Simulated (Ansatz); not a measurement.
A nudged elastic band was laid between two geometries of CH6N2Si (10 atoms, charge 0, multiplicity 1).

Level of theory: RKS PBE/def2-SVP in Ansatz.

```yaml
movable_images: 7
climbing_image: yes
spring: 5.0 eV/Å²
optimiser: quadratic models (default)
start_path: through a guess of the saddle point
force_threshold: 0.03 eV/Å
iteration_limit: 60
end_points: relaxed
```

Image 0:

```xyz
10
Properties=species:S:1:pos:R:3
C -1.167 0.224 -1.325
Si -0.044 0.008 -0.050
N 0.681 -1.479 0.432
N 0.571 1.239 0.990
H -1.702 -0.627 -1.773
H -1.391 1.220 -1.735
H 0.748 -1.733 1.420
H 0.606 -2.300 -0.171
H 1.569 1.290 1.206
H 0.128 2.159 1.006
```

Image 8:

```xyz
10
Properties=species:S:1:pos:R:3
C -1.168 0.225 -1.326
Si -0.045 0.009 -0.051
N 0.681 -1.479 0.432
N 0.571 1.238 0.990
H -1.702 -0.627 -1.774
H -1.391 1.221 -1.737
H 0.748 -1.730 1.421
H 0.606 -2.301 -0.169
H 0.131 2.160 1.005
H 1.568 1.284 1.209
```

Problem. What changes between the two ends?

Solution. No bond is made or broken. The dihedral N3–Si2–N4–H10 goes from -167 to 45°. The two ends are copies of one structure, up to a mirror image or an exchange of like atoms.

Problem. What energy profile does the band end with?

Solution. It converged. The highest image is number 3 of 0 to 8, 2.6 kcal/mol above the ends, which have the same energy within 2 meV. The profile has 2 maxima (images 3, 7) with wells between them (image 5): this band takes more than one step, which may be the mechanism or a detour left from its start path. A vibrational analysis at the climbing image gives one clearly imaginary mode, 237i cm⁻¹: a first-order saddle point.

| image | path coordinate (Å) | energy (kcal/mol) | dihedral N3–Si2–N4–H10 (°) |
| --- | --- | --- | --- |
| 0 | 0.00 | 0.0 | -167 |
| 1 | 0.47 | 0.7 | -153 |
| 2 | 0.93 | 2.0 | -136 |
| 3 | 1.40 | 2.6 | -117 |
| 4 | 2.08 | 1.4 | -83 |
| 5 | 2.76 | 0.0 | -47 |
| 6 | 3.44 | 1.5 | -21 |
| 7 | 4.12 | 1.6 | 20 |
| 8 | 4.80 | 0.0 | 45 |

Problem. What is the geometry of the highest image?

Solution. 
```xyz
10
Properties=species:S:1:pos:R:3:forces:R:3
C -1.067 0.256 -1.371 0.00 0.00 0.00
Si -0.026 -0.022 -0.036 0.00 0.00 0.00
N 0.487 -1.566 0.511 0.00 0.00 0.00
N 0.707 1.169 1.014 0.00 0.00 0.00
H -1.490 -0.552 -1.986 0.00 0.00 0.00
H -1.343 1.283 -1.650 0.00 0.00 0.00
H 1.108 -1.657 1.314 0.00 0.00 0.00
H 0.214 -2.452 0.087 0.00 0.00 0.00
H 1.362 1.811 0.555 0.00 0.00 0.00
H 0.048 1.731 1.562 0.00 0.00 0.00
```

The band took 17 iterations and roughly 5 core-minutes.

The run took 5 min on 1 thread of Arm Neoverse V1, with other jobs on the host, peak memory 0.12 GiB.
